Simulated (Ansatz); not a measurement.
`[F][GeH2][I]` and `[F][GeH2][Cl]` differ in one atom or group.

Ansatz, PBE0-D4/def2-TZVP geometries, multiplicity 1. 

Elements past krypton have def2 core potentials. Scalar relativity is left out up to krypton.

| property | `[F][GeH2][I]` |
| --- | --- |
| HOMO energy (ωB97M-V/def2-TZVPP) / eV | -10.06 |
| LUMO energy (ωB97M-V/def2-TZVPP) / eV | 0.67 |
| LUMO energy (PBE/def2-TZVPP) / eV | -2.05 |
| HOMO–LUMO gap (ωB97M-V/def2-TZVPP) / eV | 10.74 |
| HOMO energy (PBE/def2-TZVPP) / eV | -6.78 |
| HOMO energy (B3LYP/def2-TZVPP) / eV | -7.69 |

(1) Give the same properties after the change, and the shifts. (An estimate is asked.)

Results:

(1) Computed: 
| property | `[F][GeH2][Cl]` | shift |
| --- | --- | --- |
| HOMO energy (ωB97M-V/def2-TZVPP) / eV | -11.46 | -1.40 |
| LUMO energy (ωB97M-V/def2-TZVPP) / eV | 1.66 | 0.99 |
| LUMO energy (PBE/def2-TZVPP) / eV | -1.25 | 0.80 |
| HOMO–LUMO gap (ωB97M-V/def2-TZVPP) / eV | 13.12 | 2.38 |
| HOMO energy (PBE/def2-TZVPP) / eV | -7.80 | -1.02 |
| HOMO energy (B3LYP/def2-TZVPP) / eV | -8.95 | -1.26 |

With PBE0 the HOMO falls by 1.28 eV and the LUMO rises by 0.92 eV, so the gap widens by about 2.20 eV. PBE moves the HOMO by -1.02 eV and ωB97M-V by -1.40 eV.

B3LYP here is the variant with VWN-RPA as its local correlation; programs differ in this.

Spin–orbit coupling is left out; it splits and shifts lone-pair levels of the heavy atoms by tenths of an eV.
